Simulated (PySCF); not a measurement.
O (SMILES [O+]), charge +1, quartet; DF-B3LYP/aug-cc-pVDZ run with PySCF.

PySCF was given this input:
```python
from pyscf import gto, scf, dft

mol = gto.M(
    atom='''
O     0.00000000    0.00000000    0.00000000
''',
    basis='aug-cc-pvdz',
    charge=1,
    spin=3,
    verbose=4,
)

mf = dft.UKS(mol)
mf.xc = 'b3lyp'
mf = mf.density_fit(auxbasis='def2-universal-jkfit')
mf.kernel()
```

What the program printed (banner, timings and long lists left out):

```
PySCF version 2.14.0

[INPUT] verbose = 4
[INPUT] num. atoms = 1
[INPUT] num. electrons = 7
[INPUT] charge = 1
[INPUT] spin (= nelec alpha-beta = 2S) = 3
[INPUT] symmetry False subgroup None
[INPUT] Mole.unit = angstrom
[INPUT] Symbol           X                Y                Z      unit          X                Y                Z       unit  Magmom
[INPUT]  1 O      0.000000000000   0.000000000000   0.000000000000 AA    0.000000000000   0.000000000000   0.000000000000 Bohr   0.0

nuclear repulsion = 0
number of shells = 8
number of NR pGTOs = 35
number of NR cGTOs = 23
basis = aug-cc-pvdz
ecp = {}

******** <class 'pyscf.df.df_jk.DFUKS'> ********
method = DFUKS
initial guess = minao
damping factor = 0
level_shift factor = 0
DIIS = <class 'pyscf.scf.diis.CDIIS'>
diis_start_cycle = 1
diis_space = 8
diis_damp = 0
SCF conv_tol = 1e-09
SCF conv_tol_grad = None
SCF max_cycles = 50
direct_scf = False
number electrons alpha = 5  beta = 2
XC library pyscf.dft.libxc version 7.1.2
    S. Lehtola, C. Steigemann, M. J. T. Oliveira, and M. A. L. Marques,  SoftwareX 7, 1–5 (2018)
XC functionals = b3lyp
    P. J. Stephens, F. J. Devlin, C. F. Chabalowski, and M. J. Frisch,  J. Phys. Chem. 98, 11623 (1994)
radial grids:
    Treutler-Ahlrichs [JCP 102, 346 (1995); DOI:10.1063/1.469408] (M4) radial grids

becke partition: Becke, JCP 88, 2547 (1988); DOI:10.1063/1.454033
pruning grids: <function nwchem_prune>
grids dens level: 3
symmetrized grids: False
atomic radii adjust function: <function treutler_atomic_radii_adjust>
small_rho_cutoff = 0
Set gradient conv threshold to 3.16228e-05
tot grids = 14088
******** <class 'pyscf.df.df.DF'> ********
auxbasis = def2-universal-jkfit
init E= -74.9220719459858

cycle= 1 E= -74.430753999468  delta_E= 0.491  |g|= 0.495  |ddm|= 0.845
cycle= 2 E= -74.5371457192076  delta_E= -0.106  |g|= 0.222  |ddm|= 0.528
cycle= 3 E= -74.5573927220055  delta_E= -0.0202  |g|= 0.0083  |ddm|= 0.18
cycle= 4 E= -74.5574261872374  delta_E= -3.35e-05  |g|= 0.000535  |ddm|= 0.00859
cycle= 5 E= -74.5574263434202  delta_E= -1.56e-07  |g|= 9.34e-06  |ddm|= 0.000582
cycle= 6 E= -74.5574263434788  delta_E= -5.86e-11  |g|= 2.52e-07  |ddm|= 1.2e-05
Extra cycle  E= -74.5574263434789  delta_E= -2.84e-14  |g|= 1.08e-07  |ddm|= 2.99e-07
converged SCF energy = -74.5574263434789  <S^2> = 3.7522789  2S+1 = 4.0011393
```
